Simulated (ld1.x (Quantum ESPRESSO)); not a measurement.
# Which change was made? (Pb, ultrasoft)

ld1.x (Quantum ESPRESSO) 7.5 input, shortened:

```
&input
   title='Pb', zed=82., rel=1, dft='PBE', iswitch=3,
   config='[Xe] 4f14 5d10 6s2 6p2'
 /
 &inputp
   pseudotype=3, tm=.true., lloc=-1, rcloc=2.20,
   nlcc=.true., new_core_ps=.true., rcore=1.85,
   which_augfun='PSQ', rmatch_augfun_nc=.true.
 /
4
6S  1  0   2.00   0.00  1.90  2.10  0.0
6S  1  0   0.00   1.40  1.90  2.10  0.0
6P  2  1   2.00   0.00  2.00  2.50  0.0
6P  2  1   0.00   0.25  2.00  2.50  0.0
 &test
   configts(1)='6s2 6p2'
 /
```

Cutoffs, loose and tight: the cutoffs (Ry, on a coarse ladder) from which the occupation-weighted sum of valence levels, in a spherical-Bessel basis at the reference potential, stays within 10 and 1 mRy of its value at 400 Ry. They do not see the model core or the augmentation charge, which bear on the density cutoff. Test errors are all-electron minus pseudo excitation energies from the reference, over the configurations 6s2 6p1; 6s2 6p0; 6s1 6p0; 6s1 6p3; 6s2 6p1.5; 6s2 6p2.3; 6s0 6p4; variants that change the core or the reference have their own tests. The largest error is taken over the tests solved by every variant that gives reliable tests at all, those not shown here included: 6s1 6p0; 6s1 6p3; 6s2 6p0; 6s2 6p1; 6s2 6p1.5; 6s2 6p2.3.

The base gives: outcome: generated; cutoff, loose: 8 Ry; cutoff, tight: 10 Ry; bound ghosts: none; largest test error (meV): -729.

After one change the result is: outcome: generated; cutoff, loose: 6 Ry; cutoff, tight: 6 Ry; bound ghosts: none; largest test error (meV): -701. Which change was it?
A. local potential all-electron potential smoothed inside 1.60 bohr (lloc = -1)
B. reference 6s2 6p1
C. waves 6s (bound): rcut 1.90, rcutus 2.44 bohr; 6s channel at 1.4 Ry: rcut 1.90, rcutus 2.44 bohr

C. The others give: reference 6s2 6p1 → outcome: generated; cutoff, loose: 8 Ry; cutoff, tight: 12 Ry; bound ghosts: d; largest test error (meV): -515 over the solved tests; test run stopped at test 4 of 7 (negative rho) | local potential all-electron potential smoothed inside 1.60 bohr (lloc = -1) → outcome: generated; cutoff, loose: 6 Ry; cutoff, tight: 18 Ry; bound ghosts: s, d; largest test error (meV): -729.
